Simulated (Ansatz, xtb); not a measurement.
**C6H7ClN2: which of two isomers lies lower**

We compare X, `C=C(C)c1[nH]cnc1Cl`, a singlet, with Y, `CNc1cncc(Cl)c1`, a singlet. Both are isolated molecules in the gas phase, relaxed with B3LYP-D3(BJ)/def2-SVP; each stands in its lowest conformer found.

Quicker runs give these differences E(Y) − E(X): GFN2-xTB −15.5 kJ/mol; HF/STO-3G −51.5 kJ/mol (at GFN2-xTB geometries); r2SCAN-D4/def2-SVP −27.2 kJ/mol (at GFN2-xTB geometries).

Estimate E(Y) − E(X) at the level CCSD(T)/def2-SVP + ΔMP2/def2-TZVPP.

Calculated at CCSD(T)/def2-SVP + ΔMP2/def2-TZVPP: E(Y) − E(X) = −13.5 kJ/mol, so structure Y lies lower.

How the difference moves with the method:

```csv
level,geometry,E(Y) − E(X) (kJ/mol),departure from the last row (kJ/mol),"job, with rough time for the two"
GFN2-xTB,GFN2-xTB,−15.5,−2.0,"optimisation, 0.28 s"
HF/STO-3G,GFN2-xTB,−51.5,−38.0,"single point, 0.56 s"
r2SCAN-D4/def2-SVP,GFN2-xTB,−27.2,−13.8,"single point, 5.5 s"
B3LYP-D3(BJ)/def2-SVP,B3LYP-D3(BJ)/def2-SVP,−30.8,−17.3,"optimisation, 63 s"
HF/def2-SVP,B3LYP-D3(BJ)/def2-SVP,−33.1,−19.6,part of the CCSD(T) run
MP2/def2-SVP,B3LYP-D3(BJ)/def2-SVP,−12.6,+0.9,part of the CCSD(T) run
CCSD(T)/def2-SVP,B3LYP-D3(BJ)/def2-SVP,−9.2,+4.3,single point
CCSD(T)/def2-SVP + ΔMP2/def2-TZVPP,B3LYP-D3(BJ)/def2-SVP,−13.5,,"single point, 3 min"
```

As drawn, Y has 2 C–N, 3 C∷C in place of 1 C=C, 2 C–C, 2 C∷N (∷ is an aromatic bond). Structure X has a 5-membered ring (with an aromatic ring), Y a 6-membered ring (with an aromatic ring).

None of the levels shown reverses the order. The largest departure from CCSD(T)/def2-SVP + ΔMP2/def2-TZVPP is that of HF/STO-3G, 38.0 kJ/mol. The last row adds to CCSD(T) the change of the MP2 difference between the two basis sets, here −4.3 kJ/mol.

With thermal terms from frequencies at re-optimised GFN2-xTB minima (ideal gas, soft modes damped towards free rotors, one conformer each, 298.15 K, 1 atm): on the last row, ΔE + ΔZPE = −14.0, ΔH = −13.9, ΔG = −14.5 kJ/mol.

The correlated steps freeze 13 core orbitals. Codes used: Ansatz 0.2.0, xtb 6.7.1; the last row on 4 threads of Arm Neoverse V1 on a shared host.
